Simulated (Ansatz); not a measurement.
**The atomisation energy (no zero-point term) down a group: F to I**

One atom is swapped for its congeners: CH3F (fluoromethane) `CF`; CH3Cl (chloromethane) `CCl`; CH3Br (bromomethane) `CBr`; CH3I (methyl iodide) `CI`. All are singlets with charge 0.

Shapes, held fixed at every level: PBE0-D4/def2-TZVP. Programs: Ansatz 0.2.0. Values in eV.

**Question.** How should the atomisation energy change along the series?

**Answer.** At CCSD(T)/def2-TZVPP the atomisation energy falls at every step, from 17.92 to 15.87 eV. Every level shows the same order. For atoms past krypton def2 sets carry core potentials with scalar relativity. Relativity is left out for Br unless named. Correlated rows may include outer-core shells of Br, I, which these sets cover unevenly. Spin-orbit coupling, which grows down the group, is left out (summed over each molecule's free atoms 0.02, 0.04, 0.16, 0.32 eV).

| level | CH3F | CH3Cl | CH3Br | CH3I |
| --- | --- | --- | --- | --- |
| HF/def2-TZVPP | 13.57 | 12.85 | 12.42 | 11.95 |
| SPW92/def2-TZVPP | 20.90 | 19.38 | 18.86 | 18.32 |
| r2SCAN-D4/def2-TZVPP | 18.29 | 17.16 | 16.71 | 16.19 |
| B3LYP-D4/def2-TZVPP | 18.33 | 17.11 | 16.65 | 16.17 |
| BHLYP-D4/def2-TZVPP | 17.75 | 16.71 | 16.25 | 15.77 |
| CCSD(T)/def2-SVP | 17.45 | 16.21 | 15.80 | 15.30 |
| CCSD(T)/def2-TZVPP | 17.92 | 16.75 | 16.34 | 15.87 |
